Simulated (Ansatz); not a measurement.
Correlation energies of `CC[Si](N)(O)Cl` by basis set

Cartesian coordinates in Å:
```
C -0.929 0.253 -1.741
C 0.336 -0.088 -0.959
Si 0.123 -0.094 0.884
N 1.598 -0.450 1.639
O -0.383 1.333 1.511
Cl -1.404 -1.454 1.315
H -1.724 -0.469 -1.545
H -1.306 1.243 -1.471
H -0.741 0.257 -2.818
H 1.131 0.633 -1.179
H 0.719 -1.069 -1.262
H 2.196 -1.180 1.290
H 1.704 -0.321 2.632
H -1.319 1.405 1.702
```

The species carries charge 0 and has multiplicity 1. The structure was optimised at the PBE0-D4/def2-TZVP level. It is one conformer, not always the lowest. Frozen core, restricted reference, Ansatz 0.2.0. CBS rows extrapolate triple and quadruple zeta; past MP2 they add the triple-zeta difference.

```
     basis     HF (Eh)  MP2 corr.
  def2-SVP  -957.89789   -0.87045
def2-TZVPP  -958.42001   -1.11533
def2-QZVPP  -958.45231   -1.20270
```

(1) Estimate the CCSD correlation energy and the (T) correction in each basis where they were run (hartree).

## Answers

(1) 
```csv
basis,CCSD corr.,(T)
def2-SVP,-0.93097,-0.02313
def2-TZVPP,-1.16851,-0.04545
CBS(def2),-1.32060,as TZ
```
